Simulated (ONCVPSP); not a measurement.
## Ir, ONCV: configuration errors across variants

ONCVPSP 4.0.1 input, shortened (lines: element, Z, core and valence counts, functional; n l f; lmax; l rc ep ncon nbas qcut; lloc lpopt rc5 dvloc0; l nproj debl; icmod fcfact rcfact), PBE, scalar-relativistic:

```
  Ir 77.00   10    4        4      upf
    1    0    2.00
    2    0    2.00
    2    1    6.00
    3    0    2.00
    3    1    6.00
    3    2   10.00
    4    0    2.00
    4    1    6.00
    4    2   10.00
    4    3   14.00
    5    0    2.00
    5    1    6.00
    5    2    7.00
    6    0    2.00
    3
    0    1.85    0.00    3    8    5.20
    1    1.45    0.00    4    8   11.70
    2    1.65    0.00    3    6    6.50
    3    1.50    0.05    3    7    8.50
    4    5    1.20    0.00
    0    2    1.80
    1    2    0.50
    2    1    1.20
    3    2    1.30
    3    5.25    1.20
```

In the p channel the program set the typed energies aside and used -2.010, 0.250 Ha.

All-electron excitation energies from the reference (eV): (1) 5s2 5p6 5d7 6s1 9.880; (2) 5s2 5p6 5d7 6s0 27.349; (3) 5s2 5p6 5d6 6s0 57.890; (4) 5s2 5p6 5d8 6s1 -0.334.

A true bound ghost makes a file unfit for plane-wave use even where its test errors are small: the radial tests pick states by their node count and pass the ghost by.

Errors AE − PS in meV (a dash: test not solved or not reliable):

| change | (1) | (2) | (3) | (4) | bound ghosts | GHOST(+) flags above zero |
| --- | --- | --- | --- | --- | --- | --- |
| base | -5.3 | -22 | -21 | -8.7 | f | s |
| core correction Teter function, fcfact 5.25, rcfact 1 | -5.1 | -21 | -20 | -8.7 | f | s |
| core correction Teter function, fcfact 5.25, rcfact 1.14 | -5.2 | -22 | -21 | -8.5 | f | s |
| core correction Teter function, fcfact 5.25, rcfact 1.26 | -5.4 | -23 | -21 | -8.9 | f | s |
| core correction Teter function, fcfact 5.25, rcfact 1.44 | -6.2 | -27 | -26 | -11 | f | s |
| core correction Teter function, fcfact 5.25, rcfact 1.6 | -7.6 | -36 | -43 | -15 | f | s |
| core correction Teter function, fcfact 5.25, rcfact 1.7 | -9.3 | -46 | -70 | -18 | f | s |
| core correction Teter function, fcfact 5.25, rcfact 2.02 | -25 | -152 | -332 | -28 | f | s |

**Question.** Give the same row for: core correction Teter function, fcfact 5.25, rcfact 1.88.

**Answer.** -15, -88, -179, -24; bound ghosts: f; GHOST(+) flags above zero: s.
